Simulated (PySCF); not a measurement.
An unknown is described by computed data only.

Formula: C6H10O2.

| Quantity | Value |
| --- | --- |
| UV, strongest line | among the 6 lowest singlet transitions: S2 at 5.81 eV (213 nm, f = 0.414) [TDDFT PBE0/def2-SVPD] |
| Rotational structure | rotational constants A, B, C: 3.779, 1.161, 0.952 GHz [GFN2-xTB] |
| 13C NMR | chemical shifts (computed TMS as zero) by class: 171.8 (1 C), 156.8 (1 C), 131.3 (1 C), 28.2 (1 C), 14.9 (1 C), 11.9 (1 C) ppm [GIAO PBE0/pcSseg-1] |
| Polarisability | 82.7 au [PBE0/def2-SVPD] |
| NMR, other nuclei | isotropic shieldings of nuclei other than C and H, by class: -90 (1 O), 142 (1 O) ppm [GIAO PBE0/pcSseg-1] |
| UV, first state | lowest singlet excitation: 4.97 eV (249 nm, f = 0.000) [TDDFT PBE0/def2-SVPD] |

Electronic properties: PySCF, gas phase, density fitting. Levels stand in brackets. NMR shifts are as computed; neighbouring signals can stand in another order in a measured spectrum. Isolated species at its GFN2-xTB geometry (one conformer only). Each NMR value is the plain mean over a class of atoms that symmetry, rotation or inversion makes alike.

Task: Give a SMILES that accounts for the data.

Result: Numbering: `[CH3:1][CH2:2]/[CH:3]=[C:4](\[CH3:5])[C:6](=[O:7])[OH:8]`. Its formula, C6H10O2, gives 2 degrees of unsaturation: 0 rings and 2 π bonds in the structure found. 6 carbons fall into 6 classes; from least to most shielded: carboxylic acid carbon [C6] (171.8 ppm), alkene CH carbon [C3] (156.8 ppm), fully substituted alkene carbon [C4] (131.3 ppm), allylic carbon [C2] (28.2 ppm), methyl carbon [C1] (14.9 ppm), allylic carbon [C5] (11.9 ppm). The other shieldings belong to: -90 ppm, acid carbonyl oxygen [O7]; 142 ppm, acid hydroxyl oxygen [O8]. S1 is mainly HOMO−1→LUMO (weight 0.96); the largest Löwdin shares of the orbital it empties are 0.65 on the acid carbonyl oxygen, 0.12 on the acid hydroxyl oxygen, 0.08 on the carboxylic acid carbon and 0.05 on the fully substituted alkene carbon, of the orbital it fills 0.25 on the alkene CH carbon, 0.18 on the carboxylic acid carbon, 0.17 on the fully substituted alkene carbon and 0.16 on the acid carbonyl oxygen. The optimised geometry has point group C1 and is an asymmetric top. Structure: trans-2-methyl-2-pentenoic acid (`CC/C=C(\C)C(=O)O`). Computed isomers that give other values at the same levels: `C/C=C/[C@@H]1OC[C@H]1O` (13C chemical shifts (computed TMS as zero) by class: 144.2 (1 C), 131.2 (1 C), 96.5 (1 C), 82.2 (1 C), 81.9 (1 C), 22.4 (1 C) ppm); `CO[C@@H]1CC[C@@H]2O[C@@H]21` (13C chemical shifts (computed TMS as zero) by class: 87.3 (1 C), 59.7 (1 C), 53.1 (1 C), 51.1 (1 C), 28.7 (1 C), 28.6 (1 C) ppm); `C#CCCOCOC` (13C chemical shifts (computed TMS as zero) by class: 100.5 (1 C), 89.0 (1 C), 74.8 (1 C), 71.9 (1 C), 56.3 (1 C), 22.6 (1 C) ppm). The assignments are read from this structure; whether some other isomer fits the data as well wasn't checked.

The values belong to the conformer `[CH3:1][CH2:2]/[CH:3]=[C:4](\[CH3:5])[C:6](=[O:7])[OH:8]`: C1–C2–C3–C4 113°, C3–C4–C6–O7 178°, H–O8–C6–C4 180°.
